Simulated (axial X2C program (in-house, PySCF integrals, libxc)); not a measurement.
# NTiN⁺: properties at the nuclei

Calculated with an axial X2C code built on PySCF integrals: two-component X2C with atomic mean-field Coulomb and Gaunt terms, Gaussian nuclei, basis N dyall-av3z, Ti dyall-v3z with contracted cores.

N–Ti–N held linear, with bonds 1.665 and 1.665 Å (near the PBE0 minimum at charge 1 of the determinant lowest at the starting distance; the state shown can have its own minimum elsewhere, held linear; other orders of the atoms were not compared).

Determinant lowest in the PBE0 search, Ω = 3/2 (⟨Sz⟩ = 1.50, ⟨Lz⟩ = 0.00 at PBE0), spin on the atoms N 0.94, Ti -0.37, N 0.94:

```json
{"level": "PBE0", "A∥/gI N (MHz)": "13.1", "qzz N (a.u.)": "-0.59", "A∥/gI Ti (MHz)": "190", "qzz Ti (a.u.)": "-4.34"}
{"level": "HF", "A∥/gI N (MHz)": "82.4", "qzz N (a.u.)": "-0.41", "A∥/gI Ti (MHz)": "368", "qzz Ti (a.u.)": "-4.37"}
{"level": "BHandHLYP", "A∥/gI N (MHz)": "37.9", "qzz N (a.u.)": "-0.57", "A∥/gI Ti (MHz)": "253", "qzz Ti (a.u.)": "-4.36"}
```

Determinant 0.38 eV from it at PBE0 and this distance, Ω = 1/2 (⟨Sz⟩ = -0.50, ⟨Lz⟩ = 1.00 at PBE0), spin on the atoms N -0.33, Ti 0.15, N -0.33:

| level | A∥/gI N (MHz) | qzz N (a.u.) | A∥/gI Ti (MHz) | qzz Ti (a.u.) |
| --- | --- | --- | --- | --- |
| PBE0 | 356 | 1.32 | 112 | -0.98 |
| BHandHLYP | 375 | 1.51 | 46.2 | -0.85 |

A∥ (defined per Ω) follows by multiplying with gI = μI/(I μN); qzz is the electric field gradient, eQq0 = 234.96 MHz × Q/barn × qzz. The operators were transformed with the bare-nucleus X2C matrices; with these basis sets, hyperfine constants and field gradients can be off by tens of per cent, and where levels differ in sign neither size nor sign is settled.

**Question.** With Q(14N) = 0.02044 barn, gI(47Ti) = -0.3154, Q(47Ti) = 0.302 barn (g factors from the IAEA table of nuclear moments by Stone; Q from Pyykkö, Mol. Phys. 2018), turn the PBE0 values of the first state into constants in MHz.

**Answer.** eQq0(14N) = 234.96 × (0.02044) × (-0.59) = -2.83 MHz; A∥(47Ti) = 190 × -0.3154 = -59.9 MHz; eQq0(47Ti) = 234.96 × (0.302) × (-4.34) = -308 MHz.

The molecule was held linear; bending was not examined, so a bent shape may lie lower.

Each state is one determinant with collinear spin, which with several unpaired electrons need not be a pure state. Unrestricted Hartree–Fock can overshoot spin polarisation at the nuclei. This is the top spin component of a Σ state; components of lower Ω are not single determinants and can lie lower. With several open shells hyperfine constants can be off by a factor of several. In the state Ω = 3/2 the atomic spins oppose each other (0.94, -0.37, 0.94): a broken-symmetry determinant whose values are not spin-projected. Left out as unconverged or as another state under the same occupation: HF in at least one table. States lie within half an eV, so the first need not be the ground state. Where a field gradient or hyperfine factor spreads by more than a factor of two over the levels, a constant derived from it is not to be relied on. PBE0 term energies can be off by some tenths of an eV.
